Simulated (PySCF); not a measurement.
Species: C₆H₉Cl.
Cartesian coordinates in Å at the GFN2-xTB level; atoms count from 1:
```xyz
16
C6H9Cl angstrom
C      2.0906   -0.0326   -0.7675
C      0.6709   -0.1199   -0.3306
C     -0.0984   -1.1952   -0.2459
C     -1.4829   -0.8738    0.2329
C     -1.3604    0.5731    0.7262
Cl    -1.1808    0.5895    2.5099
C     -0.0846    1.1194    0.0775
H      2.7132    0.3326    0.0491
H      2.1886    0.6658   -1.5983
H      2.4577   -1.0067   -1.0792
H      0.1884   -2.2023   -0.4912
H     -2.2003   -0.9357   -0.5911
H     -1.8202   -1.5487    1.0201
H     -2.2444    1.1756    0.5198
H      0.4868    1.7487    0.7605
H     -0.3317    1.7193   -0.8035
```

NICS = −σ at a ghost point: NICS(0) at the centroid of the ring atoms, NICS(1) 1 Å to either side along the normal of their mean plane, zz for the tensor component along that normal. Level: GIAO PBE0/pcSseg-1 (PySCF, non-relativistic, gas phase) on the GFN2-xTB geometry, one conformer.

Ring bond lengths (Å), with Mayer bond orders in brackets: C2–C3 1.325 (1.85), C3–C4 1.500 (1.03), C4–C5 1.534 (0.98), C5–C7 1.532 (0.99), C7–C2 1.508 (1.01).

Task: Give the NICS values of each ring in ppm.

Result: 
```tsv
ring	type	NICS(0)	NICS(1), two faces	NICS(1)zz, two faces	rms pucker (Å)	centre to ring atoms, mean (Å)
C2–C3–C4–C5–C7	5-membered carbocycle; formal bonds 1 double, 4 single	-2.3	-3.2 / -3.6	-4.3 / -2.8	0.09	1.25
```

Task: What can be read from them?

Result: 
- C2–C3–C4–C5–C7: mean NICS(1)zz -3.5 ppm, shielded. C4, C5, C7 have four or more neighbours; no verdict on aromaticity is drawn.

Task: At the second NICS(1) probe listed for ring C2–C3–C4–C5–C7, 1 Å off the ring, what do the in-plane components average?

Result: The isotropic value is a third of the trace: (3 × -3.6 − (-2.8))/2 = -4.0 ppm.

Task: List the ring angles and the Hirshfeld charges of the ring atoms.

Result: 
- C2–C3–C4–C5–C7: C2 111.0° (+0.005 e), C3 112.5° (-0.065 e), C4 103.4° (-0.080 e), C5 105.5° (+0.019 e), C7 103.8° (-0.079 e); sum 536.2° against 540° for a flat convex ring.

Task: How shielded are the nuclei of the rings and their hydrogens (means over atoms taken as equivalent)?

Result: 
```json
{"atoms": "C2", "environment": "fully substituted alkene carbon", "σ isotropic (ppm)": "41.1"}
{"atoms": "C3", "environment": "alkene CH carbon", "σ isotropic (ppm)": "57.7"}
{"atoms": "C4", "environment": "allylic carbon", "σ isotropic (ppm)": "136.8"}
{"atoms": "C5", "environment": "sp3 C–Cl carbon", "σ isotropic (ppm)": "123.7"}
{"atoms": "C7", "environment": "allylic carbon", "σ isotropic (ppm)": "133.3"}
{"atoms": "H11", "environment": "vinylic hydrogen", "σ isotropic (ppm)": "26.15"}
{"atoms": "H12", "environment": "methylene hydrogen", "σ isotropic (ppm)": "28.63"}
{"atoms": "H13", "environment": "methylene hydrogen", "σ isotropic (ppm)": "28.97"}
{"atoms": "H14", "environment": "methine hydrogen", "σ isotropic (ppm)": "27.31"}
{"atoms": "H15", "environment": "methylene hydrogen", "σ isotropic (ppm)": "29.21"}
{"atoms": "H16", "environment": "methylene hydrogen", "σ isotropic (ppm)": "28.78"}
```

On AMD EPYC 9R14, one thread, no GPU, on a shared host, this took 15 s wall and 0.77 GiB of memory at its peak. This is the whole shielding run at PBE0/pcSseg-1, SCF included.
